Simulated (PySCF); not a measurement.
Species: C3H12B2N2.
Z-matrix (Å and degrees, PBE0-D3(BJ)/def2-SVP geometry), rows numbered from 1:
```
C 
C   1  1.3378
B   2  1.5884  1  127.35
N   3  1.5890  2  114.52  1    11.91
B   4  1.6057  3   87.85  2   119.71
C   5  1.5978  4  113.05  3  -119.49
N   3  1.6027  2  112.67  1   116.15
H   1  1.0985  2  122.16  3     0.57
H   1  1.0952  2  122.95  3   179.48
H   2  1.1010  1  116.23  3  -179.57
H   3  1.2223  2  114.43  1  -117.53
H   4  1.0187  3  114.43  2     4.24
H   4  1.0152  3  115.34  2  -122.71
H   5  1.2221  4  109.98  3   108.70
H   6  1.1056  5  112.64  4    51.07
H   6  1.1030  5  111.41  4   -69.48
H   6  1.1029  5  111.48  4   171.67
H   7  1.0181  3  114.88  2    -5.52
H   7  1.0153  3  115.35  2   121.93
```

Level: PBE0/pcSseg-1 and CAM-B3LYP/def2-SVPD in PySCF, non-relativistic, on one gas-phase PBE0-D3(BJ)/def2-SVP geometry that isn't relaxed in the solvent. The solvent is an IEF-PCM continuum (Bondi radii, 1.10 Å for H, scaled by 1.2). The model holds no explicit solvent molecules, cavitation or dispersion.

Gas phase at PBE0/pcSseg-1: HOMO -7.12 eV, LUMO 0.30 eV, dipole 0.33 D.

**Question.** What does the continuum do to the energy, the frontier levels and the dipole at PBE0/pcSseg-1 in chloroform and acetonitrile?

**Answer.** 
```tsv
solvent	ε	E(solvent) − E(gas) (kcal/mol)	polarisation term (kcal/mol)	distortion of the solute (kcal/mol)	HOMO (eV)	LUMO (eV)	dipole (D)
chloroform	4.711	-5.09	-5.55	0.46	-7.13	0.34	0.40
acetonitrile	35.69	-7.07	-7.98	0.91	-7.14	0.34	0.45
```

The first energy column is the sum of the next two and covers electrostatics alone. From chloroform to acetonitrile the lowering changes by a factor 1.39, Onsager's factor (ε − 1)/(2ε + 1) by 1.35 and ε itself by 7.6.

**Question.** Which Hirshfeld charges (PBE0/pcSseg-1) respond most in acetonitrile (means over atoms taken as equivalent)?

**Answer.** 
```csv
atoms,environment,gas (e),solvent (e),change
H14,B–H hydrogen,-0.094,-0.107,-0.013
H11,B–H hydrogen,-0.088,-0.101,-0.013
H12/H18,N–H hydrogen,+0.136,+0.147,+0.011
H13/H19,N–H hydrogen,+0.145,+0.155,+0.010
C1,terminal =CH2 carbon,-0.116,-0.125,-0.009
H8,vinylic hydrogen,+0.029,+0.037,+0.008
C2,alkene CH carbon,-0.120,-0.126,-0.006
N4/N7,nitrogen bonded to 2 B and 2 H,-0.134,-0.131,+0.003
```

**Question.** Which Mayer bond orders change most in acetonitrile?

**Answer.** 
```
  bond  length (Å)    gas  solvent  change
 B5–N7       1.606  0.690    0.712  +0.022
 B3–N4       1.589  0.713    0.734  +0.021
 N7–B3       1.603  0.697    0.718  +0.021
 N4–B5       1.606  0.695    0.715  +0.020
N7–H19       1.015  0.937    0.926  -0.011
 B5–C6       1.598  1.069    1.058  -0.011
 C2–B3       1.588  0.941    0.931  -0.010
N4–H13       1.015  0.939    0.929  -0.010
```

**Question.** How do the nuclear quadrupole coupling constants eQVzz/h respond in acetonitrile?

**Answer.** 
```json
{"nucleus": "11B at B3", "Q (barn)": "0.04059", "gas (MHz)": "-1.85", "solvent (MHz)": "-1.69", "η gas": "0.66", "η solvent": "0.67"}
{"nucleus": "14N at N4", "Q (barn)": "0.02044", "gas (MHz)": "-2.55", "solvent (MHz)": "-2.28", "η gas": "0.51", "η solvent": "0.52"}
{"nucleus": "11B at B5", "Q (barn)": "0.04059", "gas (MHz)": "-2.03", "solvent (MHz)": "-1.87", "η gas": "0.64", "η solvent": "0.66"}
{"nucleus": "14N at N7", "Q (barn)": "0.02044", "gas (MHz)": "-2.57", "solvent (MHz)": "-2.27", "η gas": "0.50", "η solvent": "0.50"}
```

Gas phase at CAM-B3LYP/def2-SVPD: HOMO -8.49 eV, LUMO 0.80 eV, dipole 0.29 D.

**Question.** What does the continuum do to the energy, the frontier levels and the dipole at CAM-B3LYP/def2-SVPD in acetonitrile?

**Answer.** 
```tsv
solvent	ε	E(solvent) − E(gas) (kcal/mol)	polarisation term (kcal/mol)	distortion of the solute (kcal/mol)	HOMO (eV)	LUMO (eV)	dipole (D)
acetonitrile	35.69	-7.07	-8.12	1.05	-8.47	1.07	0.41
```

**Question.** How does the static polarisability (CAM-B3LYP/def2-SVPD, frozen core, with the continuum's full static response) change?

**Answer.** 
```tsv
medium	isotropic (au)	principal values (au)	⟨r²⟩ of the electrons (bohr²)
gas	83.0	73.2, 82.3, 93.5	899.9
acetonitrile	112.3	101.1, 108.8, 126.9	901.1
```

The isotropic value in acetonitrile is 1.35 times the gas-phase one; no cavity-field correction is applied. ⟨r²⟩ is taken about the centre of nuclear charge.
